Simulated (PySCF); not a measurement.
**Stretching KTl**

Set-up: K def2-SVP, Tl def2-SVP with ECP60; scalar-relativistic core potentials (PySCF 2.14). Energies in eV from K + Tl in their ground configurations at the same level. State: ¹Σ⁺ (singlet), closed shell.

All columns are BP86. A positive dipole means K(−)Tl(+).

| R (Å) | E (eV) | μ (D) | Mulliken charge on K (basis-dependent) | HOMO (eV) | LUMO (eV) | Mayer bond order | ⟨S²⟩ |
| --- | --- | --- | --- | --- | --- | --- | --- |
| 3.254 | -0.445 | -2.07 | 0.17 | -2.70 | -2.44 | 1.03 | 0.00 |
| 3.406 | -0.551 | -2.13 | 0.12 | -2.69 | -2.37 | 1.04 | 0.00 |
| 3.557 | -0.611 | -2.14 | 0.09 | -2.68 | -2.32 | 1.04 | 0.00 |
| 3.671 | -0.632 | -2.13 | 0.07 | -2.67 | -2.30 | 1.04 | 0.00 |
| 3.784 | -0.639 | -2.09 | 0.06 | -2.66 | -2.28 | 1.04 | 0.00 |
| 3.897 | -0.633 | -2.05 | 0.04 | -2.65 | -2.26 | 1.03 | 0.00 |
| 4.049 | -0.611 | -1.98 | 0.03 | -2.64 | -2.25 | 1.03 | 0.00 |
| 4.238 | -0.568 | -1.88 | 0.03 | -2.62 | -2.25 | 1.02 | 0.00 |
| 4.465 | -0.501 | -1.73 | 0.02 | -2.60 | -2.26 | 1.01 | 0.00 |
| 4.768 | -0.400 | -1.54 | 0.01 | -2.57 | -2.28 | 1.01 | 0.00 |

A fit through these points gives, at Re = 3.783 Å, μ = -2.09 D and dμ/dR = 0.349 D/Å; the reduced mass is 32.74 u.

Q: How strong is the fundamental in the double-harmonic approximation, I = 42.26·(dμ/dR)²/μred km/mol?

A: I = 42.26·(0.349)²/32.74 = 0.157 km/mol at BP86.

Closed-shell solutions of metal pairs were not tested for spin polarisation, which can lower them a little. Spin–orbit coupling is left out, which matters for elements this heavy, above all for dissociation energies.
